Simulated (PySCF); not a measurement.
## Magnetic susceptibility: `CC(=O)c1cnn[nH]1`, C4H5N3O

Molfile (atoms numbered from 1):
```
C4H5N3O
     RDKit          3D

 13 13  0  0  0  0  0  0  0  0999 V2000
   -1.9434    0.3302    0.0277 C   0  0  0  0  0  0  0  0  0  0  0  0
   -0.8616   -0.6907   -0.1891 C   0  0  0  0  0  0  0  0  0  0  0  0
   -1.0706   -1.8496   -0.4726 O   0  0  0  0  0  0  0  0  0  0  0  0
    0.5063   -0.1897   -0.0334 C   0  0  0  0  0  0  0  0  0  0  0  0
    1.0722    1.0409    0.2750 C   0  0  0  0  0  0  0  0  0  0  0  0
    2.4058    0.9003    0.2760 N   0  0  0  0  0  0  0  0  0  0  0  0
    2.7061   -0.3132   -0.0057 N   0  0  0  0  0  0  0  0  0  0  0  0
    1.5945   -0.9914   -0.1968 N   0  0  0  0  0  0  0  0  0  0  0  0
   -2.9183   -0.1300   -0.1080 H   0  0  0  0  0  0  0  0  0  0  0  0
   -1.8223    1.1484   -0.6793 H   0  0  0  0  0  0  0  0  0  0  0  0
   -1.8667    0.7379    1.0335 H   0  0  0  0  0  0  0  0  0  0  0  0
    0.6075    1.9810    0.4869 H   0  0  0  0  0  0  0  0  0  0  0  0
    1.5862   -1.9734   -0.4319 H   0  0  0  0  0  0  0  0  0  0  0  0
  1  2  1  0
  2  3  2  0
  2  4  1  0
  4  5  2  0
  5  6  1  0
  6  7  2  0
  7  8  1  0
  8  4  1  0
  1  9  1  0
  1 10  1  0
  1 11  1  0
  5 12  1  0
  8 13  1  0
M  END
```

Method used: PySCF, GIAO KT3/pcSseg-1 magnetisability, rotational g tensor and spin-rotation constants, non-relativistic, gas phase. Geometry: GFN2-xTB.

Question: What are the magnetisability and the molar susceptibility?

Answer: Isotropic -911 × 10⁻³⁰ J/T², or -54.9 × 10⁻⁶ cm³/mol; principal values -1498, -738, -498 × 10⁻³⁰ J/T², anisotropy 905 × 10⁻³⁰ J/T² (root of half the summed squared differences of the principal values). The susceptibility is in cgs units.

Question: Split it along the inertial axes a, b, c into diamagnetic and paramagnetic parts about the centre of mass, with the quadrupole moment.

Answer: 
```csv
axis,χ (10⁻⁶ cm³/mol),diamagnetic (10⁻⁶ cm³/mol),paramagnetic (10⁻⁶ cm³/mol),summed x² of all electrons (Å²),quadrupole Θ (D Å)
a,-42.1,-323.6,281.5,177.1,-14.18
b,-32.3,-798.1,765.7,65.3,+10.21
c,-90.2,-1028.2,938.0,11.0,+3.97
```
Anisotropies 2χaa − χbb − χcc = +38.4 and 2χbb − χaa − χcc = +67.6 × 10⁻⁶ cm³/mol. Θ is traceless in Buckingham's convention.

Question: And the rotational g tensor?

Answer: 
| axis | rotational constant (GHz) | g | nuclear part | electronic part |
| --- | --- | --- | --- | --- |
| a | 5.1007 | -0.0827 | 0.5918 | -0.6745 |
| b | 1.6176 | -0.0445 | 0.5374 | -0.5819 |
| c | 1.2375 | +0.0017 | 0.5470 | -0.5453 |

Asymmetric top; isotopes 12C, 1H, 14N, 16O; no vibrational averaging.
